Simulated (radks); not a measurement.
Task: The molybdenum ion Mo3+ is in [Kr] 4d(3/2: 3, 5/2: 0). All-electron calculation, Dirac Kohn-Sham, BLYP, spin-unpolarised, spherical densities, finite nucleus; Fermi nuclear charge, rms radius of each element as measured or else 0.836 A^(1/3) + 0.57 fm. Program: a radial shooting solver on a logarithmic mesh with Libxc functionals. Sub-shells are occupied by j as written (lower j first in brackets). One electron is removed from 4p1/2, 4s1/2, 4d3/2, 4p3/2 in turn, with full relaxation. Which removal costs least, and what does each cost?

Result: 4d3/2 39.513 eV; 4p3/2 76.917 eV; 4p1/2 79.650 eV; 4s1/2 104.63 eV. The 4d3/2 electron leaves first.
